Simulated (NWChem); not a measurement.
System: C$_{2}$H$_{4}$BClO; SMILES C=CB(O)Cl

Here is an NWChem input.

```
start job
memory heap 200 mb stack 900 mb global 1100 mb
geometry units angstroms
  B      0.232926    -0.034955     0.001553
  Cl    -0.349182    -1.721309    -0.000304
  C     -0.781791     1.139645     0.003619
  C     -0.378414     2.418032    -0.002800
  H     -1.855532     0.922633     0.009705
  H     -1.084076     3.255600    -0.002068
  H      0.686653     2.673169    -0.009184
  O      1.560480     0.197924     0.000698
  H      2.087296    -0.608332    -0.001206
end
basis spherical
  B library 3-21g
  Cl library 3-21g
  C library 3-21g
  H library 3-21g
  O library 3-21g
end
dft
  xc hfexch
  iterations 150
end
driver
  maxiter 120
end
task dft optimize
task dft freq
```

The level has its own optimisation; frequencies are unscaled.

Task: Predict the main results of this run. (Hartree-Fock/3-21G.) Quantities: r B–Cl (Å); r B–C (Å); r B–O (Å); r C–C (Å); highest harmonic frequency (cm⁻¹); lowest (cm⁻¹); zero-point energy (kcal/mol); dipole (D).

Result: 
| Item | Value |
|---|---|
| r B–Cl (Å) | 1.848 |
| r B–C (Å) | 1.538 |
| r B–O (Å) | 1.361 |
| r C–C (Å) | 1.326 |
| highest harmonic frequency (cm⁻¹) | 3934 |
| lowest (cm⁻¹) | 110 |
| zero-point energy (kcal/mol) | 42.2 |
| dipole (D) | 2.34 |
